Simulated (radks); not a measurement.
The nuclear charge of the nitrogen ion N2+ is varied continuously with 5 electrons held in [He] 2s2 2p1. Calculated with a radial shooting solver on a logarithmic mesh with Libxc functionals: non-relativistic Kohn-Sham, PBE, spin-polarised, spherical densities, point nucleus; open shells are filled with parallel spins first. By the Hellmann-Feynman theorem dE/dZ = E(electron-nucleus)/Z, the electronic potential at the nucleus.

| Z | E (hartree) | E(electron-nucleus)/Z (hartree) | HOMO | e(HOMO) (eV) | <r> HOMO (bohr) |
|---|---|---|---|---|---|
| 6.5 | -44.77902 | -15.5178 | 2p | -27.259 | 1.281 |
| 6.75 | -48.74457 | -16.2066 | 2p | -32.679 | 1.199 |
| 7 | -52.88229 | -16.8951 | 2p | -38.533 | 1.128 |
| 7.25 | -57.19213 | -17.5836 | 2p | -44.820 | 1.065 |
| 7.5 | -61.67406 | -18.2719 | 2p | -51.539 | 1.009 |
| 7.75 | -66.32806 | -18.9601 | 2p | -58.688 | 0.9585 |
| 8 | -71.15409 | -19.6482 | 2p | -66.268 | 0.9131 |

The central difference of E at Z = 7 is -16.895 hartree, to compare with the third column; the second derivative is -2.75 hartree.
